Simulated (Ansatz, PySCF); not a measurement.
Three-fold rotor about Si1–S2 in H4SSi (SMILES [SiH3]S); single points on GFN2-xTB geometries with the dihedral held.
Staggered geometry (60°) (charge 0, multiplicity 1):
```xyz
6

Si    -0.598    -0.045    -0.024
S      1.429    -0.284    -0.691
H     -0.736    -0.761     1.238
H     -1.471    -0.606    -1.046
H     -0.733     1.392     0.118
H      1.415    -1.606    -0.775
```

Frozen-core correlation. CBS: X⁻³ extrapolation of the correlation energy, Hartree–Fock from the larger set. Rows in 6-31G* carry no dispersion term and start afresh at each structure (6-31G* with six Cartesian d functions).

The values were computed with Ansatz (Gaussian orbitals); PySCF for 6-31G* rows. Values without a source in brackets are computed.

Energies above the staggered point (kcal/mol):

| dihedral (°) | PBE/def2-TZVPP | B3LYP/6-31G* | MP2/CBS(cc-pV(T+d)Z, cc-pV(Q+d)Z) + ΔCCSD(T)/cc-pV(T+d)Z |
|---|---|---|---|
| 0 | 0.878 | 1.008 | 0.873 |
| 20 | 0.657 | 0.748 | 0.652 |
| 40 | 0.219 | 0.246 | 0.219 |
| 60 | 0.000 | 0.000 | 0.000 |
| 80 | 0.190 | 0.223 | 0.191 |
| 100 | 0.631 | 0.729 | 0.630 |
| 120 | 0.869 | 1.000 | 0.867 |

Moments of inertia of the two ends about the bond: 5.896 and 1.743 u Å².

**Question.** Fit V = V₃/2 (1 − cos 3φ) + V₆/2 (1 − cos 6φ), φ counted from the staggered point, and estimate the harmonic torsional frequency.

**Answer.** 
V₃ is the energy at φ = 60°; at φ = 20° (mean of both sides) V = 0.25 V₃ + 0.75 V₆. The reduced moment I₁I₂/(I₁ + I₂) = 1.345 u Å² gives F = 16.8576/I = 12.530 cm⁻¹ (a rough rule where the frame isn't a symmetric top). Near the minimum V = kφ²/2 with k = (9V₃ + 36V₆)/2, and ω = √(2Fk), with 1 kcal/mol = 349.755 cm⁻¹.
- PBE/def2-TZVPP: V₃ = 0.88, V₆ = -0.019 kcal/mol, k = 1260 cm⁻¹/rad², ω = 178 cm⁻¹
- B3LYP/6-31G*: V₃ = 1.01, V₆ = -0.024 kcal/mol, k = 1437 cm⁻¹/rad², ω = 190 cm⁻¹
- MP2/CBS(cc-pV(T+d)Z, cc-pV(Q+d)Z) + ΔCCSD(T)/cc-pV(T+d)Z: V₃ = 0.87, V₆ = -0.017 kcal/mol, k = 1264 cm⁻¹/rad², ω = 178 cm⁻¹

Ansatz is a quantum-chemistry and plane-wave program.
